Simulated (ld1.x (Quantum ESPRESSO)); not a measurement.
**PBE ultrasoft dataset for Cu, scalar-relativistic all-electron reference.**

```json
{"Element": "copper (Cu)", "Generator": "ld1.x (Quantum ESPRESSO) 7.5", "Type": "ultrasoft", "Functional": "PBE", "Relativity": "scalar-relativistic", "Frozen core": "[Ne]", "Valence charge": "19", "Reference configuration": "3s2 3p6 3d8 4s0 4p0 (charge +3)", "Partial waves": "3s (bound): rcut 0.95, rcutus 1.00 bohr; 4s (bound, empty): rcut 0.95, rcutus 1.00 bohr; 3p (bound): rcut 1.00, rcutus 1.15 bohr; 4p (bound, empty): rcut 1.00, rcutus 1.15 bohr; 3d (bound): rcut 0.95, rcutus 1.20 bohr; 3d channel at -3.1 Ry: rcut 0.95, rcutus 1.20 bohr", "Local potential": "all-electron potential smoothed inside 1.00 bohr (lloc = -1)", "Core correction": "a·sin(br)/r model core inside 0.90 bohr", "Augmentation charge": "PSQ, radius 0.95 bohr"}
```

Problem. Does the generator finish with these settings?

Solution. Yes, a potential is produced and its reference levels are reproduced.

Problem. Is the overlap operator S = 1 + Σ q|β⟩⟨β| positive definite (Bessel basis up to 400 Ry)?

Solution. No: its lowest eigenvalue is -11.497, in the s channel, so the generalised eigenproblem breaks down once the basis is large enough.

Problem. Tests: 3s2 3p6 3d10 4s1 4p0; 3s2 3p6 3d10 4s0 4p0; 3s2 3p6 3d9 4s0 4p0; 3s2 3p6 3d10 4s0 4p1; 3s2 3p6 3d9 4s2 4p0; 3s1 3p6 3d10 4s1 4p0; 3s2 3p6 3d9 4s1 4p0. Which has the largest error in its energy relative to the reference configuration, and how large is it?

Solution. 3s2 3p6 3d10 4s0 4p1, with +66 meV (all-electron minus pseudo) on -64.36 eV.

The ghost test of this file was not conclusive. Its overlap operator is not positive definite in a basis up to 400 Ry (lowest eigenvalue s -11.50, p -1.11), so the file is unfit for use: the generalised eigenproblem breaks down once the basis is large enough, and its test numbers describe a broken file.
